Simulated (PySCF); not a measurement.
# Exercise with solution: oscillator strength and radiative lifetime

Al(H)2(Me) (CH5Al), SMILES [AlH2][CH3].

Geometry: PBE0-D3(BJ)/def2-TZVP.

TDDFT-CAM-B3LYP/def2-TZVPD run with PySCF puts the first singlet state with f over 0.02 at 7.19 eV (vertical), with the transition dipole (0.022, -0.452, -0.745) in atomic units.

Question: Find the oscillator strength, the wavelength and the radiative lifetime that this transition would have in vacuum if emission retraced absorption.

Answer: 
|μ|² = 0.7598 au, so |μ| = 2.22 D. ΔE = 7.19/27.211 = 0.2642 hartree. f = (2/3) ΔE |μ|² = 0.134 (the program prints 0.134).
λ = 1239.84/7.19 = 172 nm; ν = 57991 cm⁻¹.
Einstein's coefficient A = 0.6670 ν² f s⁻¹ (ν in cm⁻¹) = 3.0e8 s⁻¹, so τ = 1/A = 3.3 ns. This state is S3; the lower singlets have f = 0.003, 0.000. The figure is the radiative limit of this one transition; relaxation, internal conversion, crossing to triplets and a medium change what is measured.
